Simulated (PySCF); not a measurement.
**Potential energy of InC along the bond**

Set-up: PySCF, scalar-relativistic core potentials, basis sets In cc-pVTZ-PP with ECP28, C cc-pVTZ. Energies in eV from In + C in their ground configurations at the same level. All curves are PBE0. state 1: ⁴Σ⁻ (quartet), unpaired electrons σ ↑, π ↑↑; state 2: Ms = 0.5 determinant of mixed spin (⟨S²⟩ near 1.8), unpaired electrons σ ↓, π ↑↑, a second solution, started from another occupation; state 3: Ms = 0.5 determinant of mixed spin (⟨S²⟩ near 1.8), unpaired electrons σ ↑, π ↑↓, a mixture of terms (⟨Lz²⟩ = 2.0), a second solution, started from another occupation; state 4: ²Π (doublet), unpaired electrons π ↑, a second solution, started from another occupation.

```tsv
R (Å)	state 1	state 2	state 3	state 4
1.901	-2.287	-1.777	-1.700	-1.202
1.989	-2.660	-2.134	-2.067	-1.348
2.077	-2.863	-2.322	-2.264	-1.365
2.144	-2.934	-2.383	-2.331	-1.321
2.210	-2.952	-2.394	-2.347	-1.247
2.276	-2.932	-2.368	-2.325	-1.156
2.365	-2.860	-2.291	-2.252	-1.022
2.475	-2.722	-2.151	-2.114	-0.857
2.608	-2.516	-1.948	-1.910	-0.676
2.785	-2.213	-1.659	-1.613	-0.479
```

Put a parabola through the three lowest points of the state 1 curve and estimate Re, k and ωe (reduced mass 10.87 u; 1 eV/Å² = 0.16022 mdyn/Å; ωe = 1302.8·√(k/μ) cm⁻¹).

Through R = 2.144, 2.21, 2.276 Å the second-order coefficient is 4.36 eV/Å², so Re ≈ 2.208 Å, k ≈ 1.40 mdyn/Å and ωe ≈ 467 cm⁻¹. A polynomial fit of higher order to the unrounded PBE0 energies gives Re = 2.205 Å, k = 1.45 mdyn/Å, ωe = 476 cm⁻¹; anharmonicity and rounding make the difference.

The higher-order fit for each curve: state 1: Re = 2.205 Å, ωe = 476 cm⁻¹, De = 2.95 eV; state 2: Re = 2.194 Å, ωe = 478 cm⁻¹, minimum 2.40 eV below the ground-state fragments; state 3: Re = 2.202 Å, ωe = 475 cm⁻¹, minimum 2.35 eV below the ground-state fragments; state 4: Re = 2.046 Å, ωe = 557 cm⁻¹, minimum 1.37 eV below the ground-state fragments.

⟨S²⟩ of the unrestricted solution departs from its pure value on part of the curve, where spin states mix. Spin–orbit coupling is left out, which matters for elements this heavy, above all for dissociation energies. The state was picked by a PBE0 search and need not be the measured ground state.
